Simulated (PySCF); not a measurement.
**Substituent chemical shifts**

Parent skeleton `[F:1][C:2]([F:3])=[C:4]([F:5])[CH2:6][SiH3:7]`; one hydrogen on atom 7 is replaced by X. Hydrogens on one atom are averaged.

PySCF calculation with geometry: GFN2-xTB and PBE0/pcSseg-1 with gauge-including orbitals; one averaged value for each set of equivalent atoms, no relativistic terms, no solvent, one computed conformer.

δ = σ(ref) − σ, references computed at the same level: CFCl3 for 19F; TMS for 13C, 29Si, 1H.

Parent (X = H): F1 -126.5, C2 165.9, F3 -108.4, C4 138.1, F5 -184.5, C6 11.7, Si7 -70.8, H(C6) 1.93, H(Si7) 4.05 ppm. Effects are Δδ = δ(X) − δ(H), positive for deshielding.

Problem. Order these by the shift of H(C6), most shielded first.
A. X = CHF2
B. X = CH3
C. X = Cl

Solution. B (-0.09 ppm), A (+0.19 ppm), C (+0.34 ppm).

Unscaled 19F shifts against computed CFCl3 carry errors that often reach 10 to 50 ppm.
